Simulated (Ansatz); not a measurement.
Abridged output of a molecular run in Ansatz:

```
Functional definition: HF
1590 factors; integrals over basis functions are off by at most 1.3e-3 eV
mean field evaluation 1: about -21519.6928 eV, gradient 3.0e1 eV
mean field evaluation 2: about -21520.0666 eV, gradient 3.0e1 eV
mean field evaluation 4: about -21523.2483 eV, gradient 4.1e0 eV
mean field evaluation 8: about -21523.3242 eV, gradient 3.3e-1 eV
mean field evaluation 16: about -21523.3251 eV, gradient 1.3e-6 eV
mean field -21523.32514845 eV, -790.9676101718 hartree, gradient 1.3e-6 eV, S^2 0.000000; 0 other end points of the search recorded, 0 dependent functions left out
13 core orbitals not correlated: weight in the atoms' cores, before any rotation towards them, 1.000 or more for the frozen orbitals, at most 0.000 for the correlated occupied ones
reference -21523.32514845 eV, -790.9676101718 hartree; 14, 14 occupied and 248, 248 virtual orbitals, 1590 factors
second order -20.35950049 eV of doubles, -0.00000000 eV of singles
cycle   1  -21.17959462 eV  change   -8.2e-1 eV  update   1.1e-1
cycle   2  -21.79711543 eV  change   -6.2e-1 eV  update   3.4e-2
cycle   3  -21.90981556 eV  change   -1.1e-1 eV  update   1.6e-2
cycle   4  -21.90263995 eV  change    7.2e-3 eV  update   4.4e-3
cycle   5  -21.90226147 eV  change    3.8e-4 eV  update   2.1e-3
cycle   6  -21.90250524 eV  change   -2.4e-4 eV  update   5.8e-4
cycle   7  -21.90228159 eV  change    2.2e-4 eV  update   2.4e-4
cycle   8  -21.90230384 eV  change   -2.2e-5 eV  update   9.5e-5
cycle   9  -21.90232012 eV  change   -1.6e-5 eV  update   3.1e-5
perturbative correction -1.07122905 eV, -0.0393669415 hartree
Total energy: -21546.29869762 eV, -791.8118725319 hartree
```

Its atoms:

Z-matrix (Å, degrees):
```
B
S 1 1.999
Si 1 1.962 2 69.1
H 1 1.193 2 114.1 3 -116.4
H 1 1.198 2 105.1 3 110.1
C 2 1.767 1 107.9 3 90.8
H 3 1.485 1 124.4 2 89.6
H 3 1.483 1 125.5 2 -84.9
C 6 1.323 2 125.3 1 27.3
H 6 1.085 2 112.6 1 -155.0
H 9 1.083 6 122.0 2 -2.8
H 9 1.084 6 119.9 2 177.6
```

**Question.** Which basis set was used?
A. def2-QZVPP
B. cc-pV(D+d)Z
C. def2-TZVPP
D. def2-TZVPPD

**Answer.** C. It gives 275 functions.

**Question.** Write the keys of the input that set method, charge and spin (a neutral closed shell needs none for the last two).

**Answer.** 
```yaml
correlation: {method: ccsd_t}
```
